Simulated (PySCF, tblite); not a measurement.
Isomers of C5H10OS2Si, one GFN2-xTB conformer each. Single-point energies are computed at PBE0/pcSseg-1 (PySCF, gas phase, no added dispersion term), electronic only.

| SMILES | GFN2-xTB relative energy (kJ/mol) |
| --- | --- |
| C=C([SiH2]OC(C)=S)SC | 77.4 |
| CSCC#C[Si@@H](O)SC | 100.2 |
| CS/C=C/[Si@@H]1OCCS1 | 0.0 |

Conformers: `[CH2:1]=[C:2]([SiH2:3][O:4][C:5]([CH3:6])=[S:7])[S:8][CH3:9]` with C1–C2–Si3–O4 -14°, C2–Si3–O4–C5 77°, Si3–O4–C5–C6 180°, C1–C2–S8–C9 -3°; `[CH3:1][S:2][CH2:3][C:4]#[C:5][Si@@H:6]([OH:7])[S:8][CH3:9]` with C1–S2–C3–C4 63°, C5–Si6–O7–H 86°, C5–Si6–S8–C9 57°; `[CH3:1][S:2]/[CH:3]=[CH:4]/[Si@@H:5]1[O:6][CH2:7][CH2:8][S:9]1` with C1–S2–C3–C4 178°, C3–C4–Si5–O6 -149°, C4–Si5–O6–C7 -137°, Si5–O6–C7–C8 40°, O6–C7–C8–S9 -45°, C7–C8–S9–Si5 28°.

**Question.** What does PBE0/pcSseg-1 give for the same structures?

**Answer.** 
```tsv
SMILES	PBE0/pcSseg-1 E (Eh)	PBE0/pcSseg-1 (kJ/mol)	GFN2-xTB (kJ/mol)	point group
CS/C=C/[Si@@H]1OCCS1	-1356.89914	0.0	0.0	C1
CSCC#C[Si@@H](O)SC	-1356.86744	83.2	100.2	C1
C=C([SiH2]OC(C)=S)SC	-1356.85856	106.5	77.4	C1
```

Both levels put the same isomer lowest; measured from each level's own lowest isomer, the values differ by up to 29.1 kJ/mol (C=C([SiH2]OC(C)=S)SC: 77.4 against 106.5). As drawn, the highest has a C=S bond, which the lowest lacks.

**Question.** Which frontier levels, dipoles and rotational constants go with these structures?

**Answer.** 
```json
{"SMILES": "CS/C=C/[Si@@H]1OCCS1", "HOMO (eV, PBE0/pcSseg-1)": "-6.39", "LUMO (eV)": "-0.69", "dipole (D)": "1.22", "A, B, C (MHz)": "2783, 380.1, 359.3"}
{"SMILES": "CSCC#C[Si@@H](O)SC", "HOMO (eV, PBE0/pcSseg-1)": "-6.67", "LUMO (eV)": "-0.74", "dipole (D)": "1.70", "A, B, C (MHz)": "1498, 515.0, 426.4"}
{"SMILES": "C=C([SiH2]OC(C)=S)SC", "HOMO (eV, PBE0/pcSseg-1)": "-6.37", "LUMO (eV)": "-1.52", "dipole (D)": "2.14", "A, B, C (MHz)": "2244, 468.1, 441.4"}
```

**Question.** What happens when harmonic zero-point energies from GFN2-xTB frequencies are added?

**Answer.** 
| SMILES | ZPE (kJ/mol) | electronic (kJ/mol) | with ZPE (kJ/mol) |
| --- | --- | --- | --- |
| CS/C=C/[Si@@H]1OCCS1 | 366.8 | 0.0 | 0.0 |
| CSCC#C[Si@@H](O)SC | 355.2 | 83.2 | 71.7 |
| C=C([SiH2]OC(C)=S)SC | 352.6 | 106.5 | 92.4 |

The zero-point energies span 14.2 kJ/mol. The order is unchanged.
